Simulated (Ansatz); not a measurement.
Job for Ansatz (a first-principles code): R-CCSD(T)/aug-cc-pV(T+d)Z on HCl (SMILES Cl) with ghost functions, monomers drawn apart or pushed together. Files ending in .json are basis or fitting sets from the Basis Set Exchange.

Ansatz 0.2 input:
```yaml
crystal:
  periodic: [false, false, false]
  atoms:
    - {symbol: Cl, position_ang: [0.43620900, -0.61606929, -0.34371464]}
    - {symbol: H, position_ang: [0.24392433, 0.36085917, -1.15171167]}
basis:
  gaussian:
    orbitals: aug-cc-pV_T+d_Z.json
    ghost_atoms:
      - {symbol: P, position_ang: [-0.12105355, 0.33746328, 4.70332963]}
      - {symbol: H, position_ang: [-0.38230478, 1.08499280, 5.88200714]}
      - {symbol: H, position_ang: [0.73264194, 1.32877523, 4.15759067]}
      - {symbol: H, position_ang: [-1.26806946, 0.82909831, 4.03103733]}
magnetization: {spin_polarized: false}
correlation: {method: ccsd_t, electrons: outside_noble_gas}
scf: {lower_state_search: off}
```

The log:

```
WARN ansatz: RAYON_NUM_THREADS=2 ignored (pool sized by the plan → 2); use --threads N
Functional definition: HF
these checks for a lower state are left out or cut short: stability, starts, cluster_reference, orbital_swaps, neighbouring_geometries, increment
integrals: 0.82 GiB planned
1126 factors; integrals over basis functions are off by at most 1.4e-3 eV
mean field: 0.45 GiB planned
mean field evaluation 1: about -12519.7901 eV, gradient 1.0e1 eV
mean field evaluation 2: about -12519.7908 eV, gradient 1.0e1 eV
mean field evaluation 4: about -12520.1825 eV, gradient 1.1e0 eV
mean field evaluation 8: about -12520.1909 eV, gradient 2.1e-5 eV
mean field -12520.19094112 eV, -460.1085305959 hartree, gradient 1.5e-6 eV, S^2 0.000000; 0 other end points of the search recorded, 0 dependent functions left out
5 core orbitals not correlated
reference -12520.19094112 eV, -460.1085305959 hartree; 4, 4 occupied and 193, 193 virtual orbitals, 1126 factors
second order -5.66370730 eV of doubles, -0.00000000 eV of singles
coupled cluster: 2.29 GiB planned
cycle   1  -6.07324681 eV  change   -4.1e-1 eV  update   4.0e-2
cycle   2  -6.20863699 eV  change   -1.4e-1 eV  update   1.2e-2
cycle   3  -6.21632399 eV  change   -7.7e-3 eV  update   3.0e-3
cycle   4  -6.21561417 eV  change    7.1e-4 eV  update   8.3e-4
cycle   5  -6.21541223 eV  change    2.0e-4 eV  update   1.7e-4
cycle   6  -6.21538011 eV  change    3.2e-5 eV  update   5.3e-5
cycle   7  -6.21538239 eV  change   -2.3e-6 eV  update   1.6e-5
cycle   8  -6.21538293 eV  change   -5.3e-7 eV  update   5.4e-6
perturbative correction -0.23910236 eV, -0.0087868496 hartree
Total energy: -12526.64542640 eV, -460.3457285551 hartree
Checks for a lower state left out: stability, starts, cluster_reference, orbital_swaps, neighbouring_geometries, increment
```

Self-consistency was reached.

Cost: roughly 40 core-seconds.
